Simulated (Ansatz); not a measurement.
Born–Oppenheimer molecular dynamics of C2H7Ga (10 atoms, charge 0, multiplicity 1). It starts from a relaxed structure.

All numbers below come from RKS B3LYP/def2-SVP (Ansatz).

- ensemble: NVE (Milne-controlled integrator)
- time step: 0.5 fs
- steps asked: 166
- starting velocities drawn for: 200 K
- seed: 946201

Frames 2.5 fs apart, positions in Å, forces in eV/Å.

Velocities at 0 fs (Å/ps):

```
Ga 0.25 0.52 0.08
C 1.59 -1.48 4.58
H -10.31 0.07 -36.31
H 2.70 11.03 7.33
C 0.51 -1.20 0.00
H -2.31 -3.20 -30.58
H -13.54 -8.33 -7.45
H -0.93 11.77 7.81
H -15.51 -17.02 -1.36
H -2.67 1.48 0.63
```

```xyz
10
Properties=species:S:1:pos:R:3:forces:R:3 time_fs=0 energy_less_start_eV=0.000 T=200
Ga -0.145 -0.006 -0.053 0.00 0.00 -0.01
C -0.119 0.109 1.935 0.01 0.02 0.00
H -1.167 0.002 2.271 0.00 0.00 0.00
H 0.380 -0.812 2.291 0.00 0.00 0.00
C 0.530 1.355 2.550 0.00 -0.02 -0.01
H 0.504 1.332 3.654 0.00 0.01 -0.01
H 1.587 1.456 2.252 -0.02 0.00 0.00
H 0.020 2.281 2.234 0.01 -0.01 0.00
H 0.508 1.124 -0.948 -0.01 -0.02 0.01
H -0.826 -1.250 -0.755 0.01 0.02 0.00
10
Properties=species:S:1:pos:R:3:forces:R:3 time_fs=2.5 energy_less_start_eV=0.096 T=108
Ga -0.144 -0.005 -0.052 -0.10 -0.44 0.33
C -0.115 0.106 1.945 -0.30 0.38 -0.76
H -1.192 0.002 2.183 0.14 0.00 0.33
H 0.388 -0.790 2.312 0.04 -0.46 0.17
C 0.530 1.353 2.549 -0.91 0.47 -1.56
H 0.499 1.323 3.602 0.07 -0.04 1.89
H 1.561 1.437 2.232 0.68 0.12 -0.11
H 0.020 2.304 2.254 0.19 -0.46 -0.02
H 0.471 1.086 -0.955 0.22 0.43 -0.30
H -0.833 -1.246 -0.753 -0.02 -0.01 0.03
10
Properties=species:S:1:pos:R:3:forces:R:3 time_fs=5 energy_less_start_eV=0.094 T=109
Ga -0.144 -0.004 -0.052 -0.04 -0.57 0.39
C -0.113 0.104 1.952 -0.30 0.05 -1.04
H -1.209 0.002 2.115 0.29 0.01 0.56
H 0.396 -0.792 2.341 -0.24 -0.19 0.02
C 0.526 1.352 2.541 -0.30 0.20 0.23
H 0.499 1.313 3.640 0.21 0.05 0.17
H 1.569 1.424 2.208 0.18 0.13 0.14
H 0.030 2.303 2.272 -0.02 -0.19 -0.19
H 0.447 1.071 -0.978 0.25 0.54 -0.34
H -0.841 -1.242 -0.750 -0.04 -0.03 0.05
10
Properties=species:S:1:pos:R:3:forces:R:3 time_fs=7.5 energy_less_start_eV=0.160 T=45
Ga -0.143 -0.004 -0.051 0.15 -0.32 0.07
C -0.112 0.103 1.955 -0.01 -0.35 -0.96
H -1.209 0.003 2.080 0.16 0.03 0.67
H 0.390 -0.804 2.371 -0.46 0.22 -0.23
C 0.521 1.353 2.534 0.75 -0.34 1.75
H 0.510 1.307 3.691 0.20 0.15 -1.41
H 1.587 1.419 2.191 -0.53 0.11 0.40
H 0.038 2.293 2.279 -0.31 0.31 -0.32
H 0.436 1.086 -1.019 0.08 0.22 -0.02
H -0.851 -1.240 -0.744 -0.03 -0.02 0.05
10
Properties=species:S:1:pos:R:3:forces:R:3 time_fs=10 energy_less_start_eV=0.113 T=91
Ga -0.143 -0.004 -0.050 0.28 0.00 -0.29
C -0.111 0.100 1.952 0.04 -0.15 -0.85
H -1.201 0.006 2.085 -0.10 0.07 0.61
H 0.359 -0.806 2.389 -0.25 0.08 -0.22
C 0.520 1.352 2.535 0.58 -0.09 1.16
H 0.533 1.308 3.668 0.04 0.12 -0.84
H 1.579 1.421 2.196 -0.31 0.12 0.24
H 0.030 2.297 2.268 -0.16 0.03 -0.19
H 0.430 1.114 -1.061 -0.11 -0.18 0.35
H -0.863 -1.240 -0.734 -0.01 -0.01 0.04
10
Properties=species:S:1:pos:R:3:forces:R:3 time_fs=12.5 energy_less_start_eV=0.114 T=90
Ga -0.142 -0.004 -0.050 0.22 0.13 -0.47
C -0.110 0.096 1.945 -0.33 0.36 -0.61
H -1.198 0.013 2.124 -0.07 0.13 0.34
H 0.314 -0.806 2.394 0.18 -0.35 -0.04
C 0.520 1.350 2.541 -0.37 0.38 -1.07
H 0.559 1.317 3.605 -0.12 0.01 1.41
H 1.555 1.430 2.214 0.51 0.16 -0.19
H 0.014 2.301 2.246 0.14 -0.46 0.06
H 0.418 1.132 -1.084 -0.17 -0.37 0.53
H -0.875 -1.240 -0.723 0.03 0.00 0.02
10
Properties=species:S:1:pos:R:3:forces:R:3 time_fs=15 energy_less_start_eV=0.087 T=116
Ga -0.141 -0.003 -0.050 -0.01 0.04 -0.42
C -0.111 0.094 1.935 -0.61 0.33 0.07
H -1.197 0.028 2.184 0.17 0.15 -0.03
H 0.278 -0.823 2.396 0.32 -0.21 -0.12
C 0.520 1.351 2.542 -0.13 0.12 -1.00
H 0.577 1.327 3.612 -0.26 0.00 1.17
H 1.556 1.448 2.223 0.47 0.12 -0.27
H 0.004 2.282 2.227 0.08 -0.25 0.14
H 0.396 1.130 -1.076 -0.09 -0.29 0.45
H -0.886 -1.239 -0.710 0.06 0.00 0.00
10
Properties=species:S:1:pos:R:3:forces:R:3 time_fs=17.5 energy_less_start_eV=0.092 T=111
Ga -0.140 -0.003 -0.050 -0.34 -0.26 -0.16
C -0.114 0.094 1.926 -0.44 -0.05 0.83
H -1.187 0.051 2.243 0.18 0.07 -0.32
H 0.260 -0.851 2.389 0.23 0.32 -0.35
C 0.519 1.351 2.540 1.12 -0.49 0.87
H 0.580 1.336 3.679 -0.35 0.02 -1.05
H 1.581 1.473 2.217 -0.38 -0.03 0.03
H -0.003 2.250 2.215 -0.22 0.39 0.04
H 0.370 1.112 -1.042 0.12 0.06 0.12
H -0.894 -1.239 -0.696 0.08 -0.03 -0.02
10
Properties=species:S:1:pos:R:3:forces:R:3 time_fs=20 energy_less_start_eV=0.132 T=73
Ga -0.139 -0.003 -0.050 -0.64 -0.60 0.20
C -0.120 0.093 1.920 -0.02 0.04 1.03
H -1.168 0.078 2.283 -0.14 -0.06 -0.39
H 0.255 -0.862 2.363 0.22 0.37 -0.29
C 0.524 1.350 2.541 1.06 -0.32 0.92
H 0.563 1.347 3.693 -0.25 -0.03 -1.39
H 1.588 1.497 2.213 -0.55 -0.12 0.15
H -0.021 2.237 2.207 -0.11 0.31 0.11
H 0.350 1.098 -1.002 0.34 0.47 -0.29
H -0.896 -1.241 -0.684 0.10 -0.06 -0.05
10
Properties=species:S:1:pos:R:3:forces:R:3 time_fs=22.5 energy_less_start_eV=0.100 T=103
Ga -0.139 -0.004 -0.050 -0.73 -0.58 0.29
C -0.126 0.093 1.920 0.25 0.59 0.72
H -1.158 0.101 2.301 -0.40 -0.21 -0.32
H 0.265 -0.855 2.321 0.30 -0.08 0.03
C 0.533 1.347 2.546 -0.34 0.24 -0.88
H 0.532 1.355 3.636 -0.06 -0.11 0.42
H 1.566 1.514 2.216 0.19 -0.07 -0.04
H -0.044 2.241 2.205 0.30 -0.23 0.25
H 0.350 1.110 -0.977 0.37 0.52 -0.38
H -0.893 -1.246 -0.675 0.11 -0.07 -0.09
10
Properties=species:S:1:pos:R:3:forces:R:3 time_fs=25 energy_less_start_eV=0.125 T=79
Ga -0.139 -0.004 -0.050 -0.57 -0.13 0.03
C -0.130 0.096 1.923 0.25 0.76 0.42
H -1.168 0.112 2.300 -0.18 -0.32 -0.28
H 0.292 -0.850 2.280 0.20 -0.23 0.23
C 0.540 1.345 2.547 -1.13 0.26 -1.88
H 0.497 1.357 3.603 0.10 -0.15 1.70
H 1.555 1.526 2.216 0.69 -0.05 -0.13
H -0.051 2.234 2.218 0.33 -0.20 0.13
H 0.371 1.150 -0.973 0.19 0.10 -0.11
H -0.883 -1.254 -0.670 0.12 -0.05 -0.12
10
Properties=species:S:1:pos:R:3:forces:R:3 time_fs=27.5 energy_less_start_eV=0.086 T=117
Ga -0.140 -0.005 -0.050 -0.31 0.34 -0.27
C -0.134 0.102 1.928 0.34 0.22 0.21
H -1.189 0.104 2.281 0.19 -0.34 -0.20
H 0.329 -0.856 2.251 -0.17 0.20 0.19
C 0.543 1.345 2.539 -0.48 -0.09 0.31
H 0.469 1.350 3.651 0.37 -0.13 -0.30
H 1.578 1.535 2.212 0.02 -0.22 0.15
H -0.040 2.219 2.237 -0.04 0.40 -0.16
H 0.403 1.196 -0.976 -0.04 -0.37 0.20
H -0.866 -1.266 -0.673 0.13 0.00 -0.13
```

Of the whole run (83 fs, mean temperature of the second half 98 K): The conserved energy stayed within 0.0057 meV per atom of its start (net change -0.0025 meV per atom), so the integration is sound. Over the second half the temperature averaged 0.49 of the 200 K drawn at the start: a run that starts near a minimum puts about half its kinetic energy into the potential. A run of 0.083 ps of so small a system gives no equilibrium averages.

The run took 7.9 min on 2 threads of AMD EPYC 7R43 64-Core Processor (Zen 3), with other jobs on the host, peak memory 0.21 GiB.
